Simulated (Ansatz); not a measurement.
Steps of a relaxation of F$_{3}$H$_{3}$InP with RKS PBE0-D4/def2-TZVP.

```sh
$ ansatz run in.yaml --threads 4 --pin off --events-out ev --progress --plain --max-ram 10444MiB
```

```yaml
crystal:
  periodic: [false, false, false]
  atoms:
    - {symbol: F, position_ang: [1.539300, -1.362420, 1.771340]}
    - {symbol: P, position_ang: [0.243320, -1.013430, 0.911930]}
    - {symbol: F, position_ang: [0.160640, -2.451410, 0.240530]}
    - {symbol: F, position_ang: [1.163470, -0.441580, -0.301480]}
    - {symbol: In, position_ang: [-0.709740, 1.284520, -0.667940]}
    - {symbol: H, position_ang: [-0.210730, 1.787530, 0.894580]}
    - {symbol: H, position_ang: [-0.558030, 2.358390, -2.006410]}
    - {symbol: H, position_ang: [-1.628230, -0.161610, -0.842550]}
basis:
  gaussian: {orbitals: def2-TZVP}
hamiltonian: {xc: pbe0, dispersion: d4}
relax: {f_tol: 0.005, max_steps: 150}
```

Positions (Å) and forces (eV/Å) along the path, 18 of 33 steps:

```xyz
8
step=1 energy=-22656.3731 eV
F     1.539   -1.362    1.771   -0.655    0.318    0.242
P     0.243   -1.013    0.912    2.066   -1.922   -0.248
F     0.161   -2.451    0.241   -0.574    0.402    0.328
F     1.163   -0.442   -0.301   -0.569    0.501    0.100
In   -0.710    1.285   -0.668   -0.353    0.897   -0.601
H    -0.211    1.788    0.895    0.015    0.042    0.161
H    -0.558    2.358   -2.006    0.119   -0.086   -0.036
H    -1.628   -0.162   -0.843   -0.049   -0.152    0.053
8
step=2 energy=-22656.6199 eV
F     1.648   -1.462    1.792   -0.625    0.135   -0.084
P     0.296   -1.170    1.009    1.550   -0.471   -1.041
F     0.219   -2.561    0.255   -0.200    0.422    0.384
F     1.057   -0.410   -0.234   -0.528   -0.295    0.784
In   -0.801    1.440   -0.740    0.002   -0.177    0.135
H    -0.261    1.844    0.866   -0.152    0.104   -0.119
H    -0.526    2.420   -2.113    0.003    0.039   -0.055
H    -1.632   -0.101   -0.836   -0.051    0.243   -0.002
8
step=3 energy=-22656.6996 eV
F     1.722   -1.567    1.832   -0.515    0.084   -0.142
P     0.375   -1.284    1.049    1.239   -0.094   -0.995
F     0.287   -2.666    0.290   -0.087    0.363    0.299
F     1.098   -0.485   -0.186   -0.600   -0.388    0.840
In   -0.830    1.507   -0.776   -0.131   -0.079    0.153
H    -0.368    1.992    0.825   -0.014    0.021   -0.094
H    -0.536    2.474   -2.160    0.064   -0.007   -0.041
H    -1.747    0.029   -0.875    0.045    0.099   -0.020
8
step=4 energy=-22656.7124 eV
F     1.755   -1.627    1.814    0.643   -0.182   -0.011
P     0.449   -1.348    1.021   -1.465    0.264    1.067
F     0.301   -2.712    0.287    0.266   -0.352   -0.339
F     1.049   -0.500   -0.148    0.641    0.222   -0.686
In   -0.870    1.545   -0.752   -0.072    0.029    0.006
H    -0.468    2.164    0.810   -0.011   -0.012   -0.024
H    -0.474    2.424   -2.178    0.033   -0.019   -0.010
H    -1.742    0.054   -0.854   -0.035    0.050   -0.005
8
step=6 energy=-22656.7618 eV
F     1.791   -1.657    1.814    0.021   -0.012    0.005
P     0.442   -1.371    1.068    0.019    0.078    0.000
F     0.356   -2.710    0.262    0.004   -0.052   -0.040
F     1.063   -0.482   -0.099   -0.036   -0.023    0.028
In   -0.896    1.554   -0.778    0.003   -0.003    0.009
H    -0.464    2.132    0.786    0.000    0.039    0.044
H    -0.436    2.413   -2.194    0.012   -0.022   -0.021
H    -1.856    0.120   -0.860   -0.022   -0.005   -0.026
8
step=7 energy=-22656.7664 eV
F     1.817   -1.679    1.799   -0.014    0.012    0.026
P     0.452   -1.392    1.081    0.100   -0.034   -0.070
F     0.385   -2.711    0.235   -0.030    0.021    0.009
F     1.045   -0.461   -0.068   -0.062   -0.001    0.023
In   -0.912    1.562   -0.769    0.051   -0.003   -0.046
H    -0.490    2.170    0.787   -0.018    0.032    0.029
H    -0.385    2.355   -2.206   -0.008   -0.026    0.029
H    -1.913    0.155   -0.859   -0.019   -0.001    0.000
8
step=8 energy=-22656.7702 eV
F     1.868   -1.703    1.754   -0.119    0.075    0.012
P     0.466   -1.433    1.099    0.262   -0.229   -0.209
F     0.430   -2.715    0.187   -0.080    0.183    0.116
F     0.981   -0.421   -0.022   -0.074   -0.025    0.067
In   -0.918    1.564   -0.760    0.067    0.041   -0.126
H    -0.562    2.248    0.786   -0.010    0.017   -0.016
H    -0.276    2.256   -2.218   -0.067   -0.088    0.164
H    -1.988    0.204   -0.826    0.021    0.026   -0.008
8
step=11 energy=-22656.7776 eV
F     1.907   -1.702    1.703    0.016    0.026   -0.001
P     0.480   -1.469    1.099   -0.009    0.019   -0.001
F     0.449   -2.714    0.151   -0.014   -0.009   -0.033
F     0.911   -0.398   -0.001    0.011   -0.032    0.032
In   -0.924    1.572   -0.749    0.051   -0.047    0.040
H    -0.638    2.335    0.775   -0.015    0.021   -0.019
H    -0.175    2.148   -2.187   -0.018    0.004   -0.001
H    -2.012    0.228   -0.791   -0.021    0.019   -0.018
8
step=13 energy=-22656.7804 eV
F     1.920   -1.797    1.675   -0.056    0.024   -0.038
P     0.492   -1.492    1.101    0.045   -0.089   -0.070
F     0.437   -2.649    0.042    0.010    0.104    0.076
F     0.938   -0.333    0.099   -0.006   -0.033    0.037
In   -0.919    1.558   -0.729   -0.004    0.057    0.014
H    -0.726    2.474    0.726    0.008   -0.041   -0.054
H    -0.135    2.026   -2.191   -0.003   -0.010    0.027
H    -2.007    0.213   -0.723    0.006   -0.013    0.008
8
step=14 energy=-22656.7811 eV
F     1.921   -1.793    1.674   -0.022    0.016   -0.027
P     0.492   -1.497    1.103    0.003   -0.045   -0.032
F     0.443   -2.648    0.040    0.010    0.061    0.037
F     0.927   -0.329    0.106    0.005   -0.028    0.025
In   -0.920    1.557   -0.733   -0.001    0.037    0.022
H    -0.717    2.467    0.723    0.002   -0.026   -0.036
H    -0.133    2.027   -2.190   -0.003   -0.010    0.009
H    -2.012    0.215   -0.723    0.005   -0.005    0.002
8
step=15 energy=-22656.7819 eV
F     1.923   -1.811    1.668    0.001    0.008   -0.021
P     0.491   -1.509    1.107   -0.021   -0.011   -0.054
F     0.450   -2.624    0.006    0.015    0.058    0.039
F     0.916   -0.305    0.149    0.006   -0.055    0.036
In   -0.922    1.555   -0.734    0.003    0.013    0.020
H    -0.715    2.482    0.708   -0.004   -0.008   -0.020
H    -0.131    2.001   -2.196   -0.002   -0.005   -0.001
H    -2.013    0.212   -0.708    0.002    0.000    0.001
8
step=16 energy=-22656.7825 eV
F     1.919   -1.836    1.664    0.009    0.002   -0.016
P     0.489   -1.521    1.108   -0.018    0.004   -0.109
F     0.457   -2.598   -0.032    0.016    0.077    0.068
F     0.915   -0.283    0.193   -0.006   -0.085    0.054
In   -0.921    1.553   -0.734   -0.003   -0.003    0.006
H    -0.719    2.505    0.690   -0.004    0.006   -0.001
H    -0.132    1.972   -2.204    0.002   -0.003   -0.004
H    -2.008    0.207   -0.686    0.003    0.001    0.003
8
step=18 energy=-22656.7809 eV rejected
F     1.885   -1.921    1.662   -0.006   -0.012   -0.029
P     0.474   -1.554    1.091    0.063    0.062   -0.408
F     0.486   -2.508   -0.163    0.024    0.219    0.285
F     0.934   -0.221    0.319   -0.088   -0.262    0.144
In   -0.909    1.537   -0.723   -0.072    0.024   -0.007
H    -0.758    2.614    0.616    0.014   -0.016    0.005
H    -0.135    1.876   -2.223    0.014   -0.030    0.008
H    -1.978    0.177   -0.579    0.050    0.014    0.001
8
step=19 energy=-22656.7842 eV
F     1.892   -1.887    1.662   -0.007   -0.006   -0.017
P     0.476   -1.533    1.090    0.018    0.013   -0.146
F     0.469   -2.539   -0.114    0.014    0.083    0.100
F     0.933   -0.245    0.260   -0.026   -0.086    0.062
In   -0.919    1.549   -0.724    0.008   -0.011    0.001
H    -0.749    2.577    0.650   -0.003    0.001   -0.012
H    -0.129    1.901   -2.213   -0.007    0.000    0.010
H    -1.973    0.179   -0.612    0.003    0.007    0.002
8
step=22 energy=-22656.7863 eV
F     1.850   -1.960    1.652   -0.023   -0.005   -0.030
P     0.457   -1.542    1.067    0.035    0.036   -0.107
F     0.483   -2.434   -0.223    0.017    0.058    0.090
F     0.955   -0.189    0.373   -0.031   -0.087    0.044
In   -0.905    1.530   -0.716   -0.026    0.006   -0.001
H    -0.775    2.643    0.594    0.012    0.004   -0.012
H    -0.137    1.808   -2.231    0.006   -0.003    0.016
H    -1.928    0.145   -0.517    0.010   -0.009   -0.001
8
step=26 energy=-22656.7883 eV
F     1.841   -2.021    1.608   -0.004    0.014   -0.003
P     0.451   -1.549    1.057    0.010   -0.008   -0.042
F     0.479   -2.345   -0.293   -0.003    0.036    0.033
F     0.955   -0.152    0.470   -0.002   -0.041    0.011
In   -0.906    1.517   -0.707    0.001    0.001    0.004
H    -0.814    2.710    0.534   -0.002   -0.003   -0.006
H    -0.110    1.723   -2.219    0.000   -0.002    0.001
H    -1.896    0.117   -0.450    0.001    0.002    0.001
8
step=29 energy=-22656.7888 eV
F     1.837   -2.050    1.580   -0.003    0.000   -0.001
P     0.447   -1.558    1.047    0.006    0.002   -0.003
F     0.482   -2.283   -0.340    0.000    0.000    0.001
F     0.950   -0.133    0.532   -0.004   -0.002    0.003
In   -0.904    1.507   -0.701    0.000    0.001   -0.001
H    -0.836    2.745    0.495    0.000    0.000   -0.001
H    -0.088    1.660   -2.208    0.000   -0.001    0.001
H    -1.888    0.111   -0.406    0.001    0.001    0.001
8
step=33 energy=-22656.7889 eV
F     1.840   -2.064    1.563    0.001   -0.001    0.002
P     0.446   -1.573    1.039    0.000    0.001    0.003
F     0.500   -2.248   -0.372   -0.001   -0.001   -0.004
F     0.933   -0.124    0.577   -0.001    0.001   -0.001
In   -0.904    1.504   -0.697   -0.002    0.001    0.000
H    -0.842    2.770    0.469    0.000    0.000    0.000
H    -0.075    1.616   -2.200    0.002    0.000   -0.001
H    -1.898    0.119   -0.379    0.000    0.000    0.001
```

It took 100 s on 4 threads of an Arm Neoverse V1 on a shared host, with 0.58 GiB of host memory at the peak.
